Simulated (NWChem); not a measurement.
The numbers come from NWChem runs, not from measurements. System: BeO, charge 1, spin multiplicity 2, at the geometry of a parent with another charge or spin, in a state set for the comparison that need not be this species' ground state. Its SCF solution wasn't tested for a lower state. Level: UB3LYP/cc-pVQZ, VWN1-RPA local correlation.

Input file:

```
start mol
memory heap 200 mb stack 900 mb global 1100 mb
charge 1
geometry units angstroms nocenter noautoz
  Be     0.000000     0.000000     0.892633
  O      0.000000     0.000000    -0.446316
  symmetry group C2v
end
basis spherical
  * library cc-pvqz
end
dft
  xc b3lyp
  odft
  mult 2
  semidirect memsize 60000000 filesize 0
  iterations 100
end
task dft energy
```

Part of the output:

```
             Northwest Computational Chemistry Package (NWChem) 7.3.0
             --------------------------------------------------------

                                NWChem Input Module
                                -------------------

 Scaling coordinates for geometry "geometry" by  1.889725989
 (inverse scale =  0.529177249)

 Turning off AUTOSYM since
 SYMMETRY directive was detected!

                             Geometry "geometry" -> ""
                             -------------------------

 Output coordinates in angstroms (scale by  1.889725989 to convert to a.u.)

  No.       Tag          Charge          X              Y              Z
 ---- ---------------- ---------- -------------- -------------- --------------
    1 Be                   4.0000     0.00000000     0.00000000     0.89263300
    2 O                    8.0000     0.00000000     0.00000000    -0.44631600

 Effective nuclear repulsion energy (a.u.)      12.6469880242

            Nuclear Dipole moment (a.u.)
            ----------------------------
        X                 Y               Z
 ---------------- ---------------- ----------------
     0.0000000000     0.0000000000     0.0000075589

      Symmetry information
      --------------------

 Group name             C2v
 Group number             16
 Group order               4
 No. of unique centers     2

      Symmetry unique atoms

     1    2


 Summary of "ao basis" -> "" (spherical)
 ------------------------------------------------------------------------------
       Tag                 Description            Shells   Functions and Types
 ---------------- ------------------------------  ------  ---------------------
 *                          cc-pvqz                   on all atoms

                                 NWChem DFT Module
                                 -----------------

 Summary of "ao basis" -> "ao basis" (spherical)
 ------------------------------------------------------------------------------
       Tag                 Description            Shells   Functions and Types
 ---------------- ------------------------------  ------  ---------------------
 Be                         cc-pvqz                 15       55   5s4p3d2f1g
 O                          cc-pvqz                 15       55   5s4p3d2f1g

 Summary of "ao basis" -> "ao basis" (spherical)
 ------------------------------------------------------------------------------
       Tag                 Description            Shells   Functions and Types
 ---------------- ------------------------------  ------  ---------------------
 Be                         cc-pvqz                 15       55   5s4p3d2f1g
 O                          cc-pvqz                 15       55   5s4p3d2f1g

      Symmetry analysis of basis
      --------------------------

        a1         44
        a2         14
        b1         26
        b2         26

            General Information
            -------------------
          SCF calculation type: DFT
          Wavefunction type:  spin polarized.
          No. of atoms     :     2
          No. of electrons :    11
           Alpha electrons :     6
            Beta electrons :     5
          Charge           :     1
          Spin multiplicity:     2
          Use of symmetry is: on ; symmetry adaption is: on
          Maximum number of iterations: 100
          AO basis - number of functions:   110
                     number of shells:    30
          Convergence on energy requested:  1.00D-06
          Convergence on density requested:  1.00D-05
          Convergence on gradient requested:  5.00D-04

              XC Information
              --------------
                         B3LYP Method XC Potential
                     Hartree-Fock (Exact) Exchange  0.200
                        Slater Exchange Functional  0.800 local
                    Becke 1988 Exchange Functional  0.720 non-local
              Lee-Yang-Parr Correlation Functional  0.810
                  VWN I RPA Correlation Functional  0.190 local

             Grid Information
             ----------------
          Grid used for XC integration:  medium
          Radial quadrature: Mura-Knowles
          Angular quadrature: Lebedev.
          Tag              B.-S. Rad. Rad. Pts. Rad. Cut. Ang. Pts.
          ---              ---------- --------- --------- ---------
          Be                  1.05       49           8.0       434
          O                   0.60       49           7.0       434
          Grid pruning is: on
          Number of quadrature shells:    98
          Spatial weights used:  Erf1

          Convergence Information
          -----------------------
          Convergence aids based upon iterative change in
          total energy or number of iterations.
          Levelshifting, if invoked, occurs when the
          HOMO/LUMO gap drops below (HL_TOL):  1.00D-02
          DIIS, if invoked, will attempt to extrapolate
          using up to (NFOCK): 10 stored Fock matrices.

                    Damping( 0%)  Levelshifting(0.5)       DIIS
                  --------------- ------------------- ---------------
          dE  on:    start            ASAP                start
          dE off:    2 iters        100 iters           100 iters

      Screening Tolerance Information
      -------------------------------
          Density screening/tol_rho:  1.00D-10
          AO Gaussian exp screening on grid/accAOfunc:  14
          CD Gaussian exp screening on grid/accCDfunc:  20
          XC Gaussian exp screening on grid/accXCfunc:  20
          Schwarz screening/accCoul:  1.00D-08
[...]
 Vector    6  Occ=1.000000D+00  E=-6.407452D-01  Symmetry=b2
              MO Center= -3.4D-16,  2.2D-15, -2.9D-01, r^2= 7.7D-01
   Bfn.  Coefficient  Atom+Function         Bfn.  Coefficient  Atom+Function
  ----- ------------  ---------------      ----- ------------  ---------------
    68      0.390830  2 O  py                65      0.318556  2 O  py
    71      0.203341  2 O  py                62      0.181381  2 O  py
    10      0.129918  1 Be py                13      0.079993  1 Be py
     7      0.065362  1 Be py                29     -0.029556  1 Be d -1

 Vector    7  Occ=0.000000D+00  E=-4.218306D-01  Symmetry=a1
              MO Center= -1.1D-14, -1.4D-15,  1.4D+00, r^2= 1.6D+00
   Bfn.  Coefficient  Atom+Function         Bfn.  Coefficient  Atom+Function
  ----- ------------  ---------------      ----- ------------  ---------------
     4      0.584826  1 Be s                  3      0.314340  1 Be s
     2      0.254041  1 Be s                 11      0.219035  1 Be pz
    14      0.184284  1 Be pz                 5      0.132533  1 Be s
     8      0.109422  1 Be pz                69     -0.077646  2 O  pz
    59     -0.059209  2 O  s                 66     -0.058448  2 O  pz

 Vector    8  Occ=0.000000D+00  E=-2.708729D-01  Symmetry=b1
              MO Center=  5.8D-16,  4.0D-16,  9.6D-01, r^2= 2.4D+00
   Bfn.  Coefficient  Atom+Function         Bfn.  Coefficient  Atom+Function
  ----- ------------  ---------------      ----- ------------  ---------------
    12      0.572163  1 Be px                 9      0.369555  1 Be px
    70     -0.220585  2 O  px                67     -0.174070  2 O  px
    15      0.168257  1 Be px                 6      0.161977  1 Be px
    64     -0.139934  2 O  px                61     -0.076444  2 O  px
    31     -0.035439  1 Be d  1

 Vector    9  Occ=0.000000D+00  E=-2.601629D-01  Symmetry=b2
              MO Center= -8.4D-16,  3.7D-15,  9.6D-01, r^2= 2.5D+00
   Bfn.  Coefficient  Atom+Function         Bfn.  Coefficient  Atom+Function
  ----- ------------  ---------------      ----- ------------  ---------------
    13      0.575963  1 Be py                10      0.350929  1 Be py
    71     -0.249908  2 O  py                16      0.185366  1 Be py
    68     -0.184856  2 O  py                 7      0.155990  1 Be py
    65     -0.148998  2 O  py                62     -0.082582  2 O  py
    29      0.054173  1 Be d -1

                     DFT Final Beta Molecular Orbital Analysis
                     -----------------------------------------

 Vector    3  Occ=1.000000D+00  E=-1.198661D+00  Symmetry=a1
              MO Center=  1.0D-15, -8.1D-16, -2.8D-01, r^2= 4.6D-01
   Bfn.  Coefficient  Atom+Function         Bfn.  Coefficient  Atom+Function
  ----- ------------  ---------------      ----- ------------  ---------------
    59      0.510653  2 O  s                 57      0.315337  2 O  s
    58      0.266851  2 O  s                 60      0.237945  2 O  s
     3      0.094040  1 Be s                  2      0.081688  1 Be s
    11     -0.075483  1 Be pz                69      0.066737  2 O  pz
    66      0.055973  2 O  pz                 8     -0.053939  1 Be pz

 Vector    4  Occ=1.000000D+00  E=-6.547014D-01  Symmetry=a1
              MO Center=  1.8D-16,  7.2D-16, -4.9D-01, r^2= 6.5D-01
   Bfn.  Coefficient  Atom+Function         Bfn.  Coefficient  Atom+Function
  ----- ------------  ---------------      ----- ------------  ---------------
    69      0.366004  2 O  pz                66      0.310777  2 O  pz
    72      0.192204  2 O  pz                59     -0.177776  2 O  s
    63      0.177770  2 O  pz                 3      0.175708  1 Be s
    60     -0.162348  2 O  s                  2      0.143915  1 Be s
    11     -0.117994  1 Be pz                57     -0.092773  2 O  s

 Vector    5  Occ=1.000000D+00  E=-6.170840D-01  Symmetry=b2
              MO Center= -3.1D-16, -1.6D-15, -2.6D-01, r^2= 8.3D-01
   Bfn.  Coefficient  Atom+Function         Bfn.  Coefficient  Atom+Function
  ----- ------------  ---------------      ----- ------------  ---------------
    68      0.380455  2 O  py                65      0.307561  2 O  py
    71      0.210184  2 O  py                62      0.176328  2 O  py
    10      0.144709  1 Be py                13      0.092554  1 Be py
     7      0.071628  1 Be py                29     -0.029886  1 Be d -1

 Vector    6  Occ=0.000000D+00  E=-4.856586D-01  Symmetry=b1
              MO Center= -1.8D-15,  6.7D-16, -1.6D-01, r^2= 1.1D+00
   Bfn.  Coefficient  Atom+Function         Bfn.  Coefficient  Atom+Function
  ----- ------------  ---------------      ----- ------------  ---------------
    67      0.348623  2 O  px                64      0.269633  2 O  px
    70      0.233042  2 O  px                 9      0.175538  1 Be px
    61      0.156155  2 O  px                12      0.141240  1 Be px
     6      0.088904  1 Be px                31      0.027664  1 Be d  1

 Vector    7  Occ=0.000000D+00  E=-4.216997D-01  Symmetry=a1
              MO Center=  1.0D-14, -1.9D-15,  1.5D+00, r^2= 1.6D+00
   Bfn.  Coefficient  Atom+Function         Bfn.  Coefficient  Atom+Function
  ----- ------------  ---------------      ----- ------------  ---------------
     4      0.578102  1 Be s                  3      0.316322  1 Be s
     2      0.252515  1 Be s                 11      0.222793  1 Be pz
    14      0.190288  1 Be pz                 5      0.131368  1 Be s
     8      0.111963  1 Be pz                69     -0.080941  2 O  pz
    66     -0.059295  2 O  pz                59     -0.055706  2 O  s

 Vector    8  Occ=0.000000D+00  E=-2.589983D-01  Symmetry=b2
              MO Center=  9.1D-16, -1.3D-17,  9.4D-01, r^2= 2.5D+00
   Bfn.  Coefficient  Atom+Function         Bfn.  Coefficient  Atom+Function
  ----- ------------  ---------------      ----- ------------  ---------------
    13      0.576876  1 Be py                10      0.348877  1 Be py
    71     -0.267645  2 O  py                68     -0.194039  2 O  py
    16      0.182021  1 Be py                65     -0.155461  2 O  py
     7      0.153450  1 Be py                62     -0.086833  2 O  py
    29      0.059468  1 Be d -1

   alpha - beta orbital overlaps
   -----------------------------

   alpha      1      2      3      4      5      6      7      8      9     10
    beta      1      2      3      6      4      5      7      9      8     10
 overlap   1.000  1.000  0.999  0.977  1.000  0.999  1.000  0.978  0.999  0.999

   alpha     11     12     13     14     15     16     17     18     19     20
    beta     11     13     12     14     15     16     18     17     19     20
 overlap   1.000  1.000  1.000  0.999  1.000  0.999  0.984  0.999  1.000  0.998

   alpha     21     22     23     24     25     26     27     28     29     30
    beta     22     21     24     23     25     26     27     28     29     30
 overlap   0.962  0.999  0.956  0.998  0.998  0.999  0.999  0.998  1.000  1.000

   alpha     31     32     33     34     35     36     37     38     39     40
    beta     32     31     33     34     35     36     38     37     39     40
 overlap   0.999  1.000  0.993  0.995  0.988  0.985  0.999  1.000  0.988  0.984

   alpha     41     42     43     44     45     46     47     48     49     50
    beta     41     43     42     44     46     45     48     47     50     49
 overlap   0.999  0.999  1.000  1.000  1.000  1.000  1.000  1.000  0.999  1.000

   alpha     51     52     53     54     55     56     57     58     59     60
    beta     51     52     53     55     54     57     56     59     58     61
 overlap   0.996  0.997  0.994  0.992  0.999  0.998  0.997  1.000  1.000  0.993

   alpha     61     62     63     64     65     66     67     68     69     70
    beta     60     62     63     65     64     66     68     67     69     70
 overlap   1.000  1.000  1.000  0.998  0.999  1.000  0.999  0.999  0.983  0.990

   alpha     71     72     73     74     75     76     77     78     79     80
    beta     71     73     72     75     76     77     74     78     79     81
 overlap   0.971  0.982  0.987  0.996  0.996  0.962  1.000  0.969  0.996  0.996

   alpha     81     82     83     84     85     86     87     88     89     90
    beta     80     83     82     84     87     86     85     89     88     90
 overlap   1.000  1.000  1.000  1.000  0.778  0.997  0.778  0.991  0.996  0.997

   alpha     91     92     93     94     95     96     97     98     99    100
    beta     91     93     92     95     94     96     97     99     98    100
 overlap   0.975  0.991  0.996  0.999  1.000  1.000  0.997  0.999  0.999  1.000

   alpha    101    102    103    104    105    106    107    108    109    110
    beta    101    102    104    103    106    105    108    107    109    110
 overlap   0.994  0.997  1.000  1.000  0.999  1.000  1.000  1.000  0.999  1.000

     --------------------------
     Expectation value of S2:
     --------------------------
      <S2> =      0.7529 (Exact =     0.7500)

 center of mass
 --------------
 x =   0.00000000 y =   0.00000000 z =   0.06844801

 moments of inertia (a.u.)
 ------------------
          36.904068092135           0.000000000000           0.000000000000
           0.000000000000          36.904068092135           0.000000000000
           0.000000000000           0.000000000000           0.000000000000

     Multipole analysis of the density
     ---------------------------------

     L   x y z        total         alpha         beta         nuclear
     -   - - -        -----         -----         ----         -------
     0   0 0 0      1.000000     -6.000000     -5.000000     12.000000

     1   1 0 0     -0.000000     -0.000000     -0.000000      0.000000
     1   0 1 0     -0.000000     -0.000000     -0.000000      0.000000
     1   0 0 1      2.841092      1.753561      1.087523      0.000008

     2   2 0 0     -4.506647     -2.904110     -1.602537      0.000000
     2   1 1 0     -0.000000     -0.000000     -0.000000      0.000000
     2   1 0 1      0.000000      0.000000      0.000000      0.000000
     2   0 2 0     -5.562062     -2.920873     -2.641189      0.000000
     2   0 1 1      0.000000      0.000000      0.000000      0.000000
     2   0 0 2      0.352652     -8.816638     -7.903106     17.072396

 Task  times  cpu:        3.9s     wall:        3.9s

 Total times  cpu:        4.0s     wall:        4.0s
```
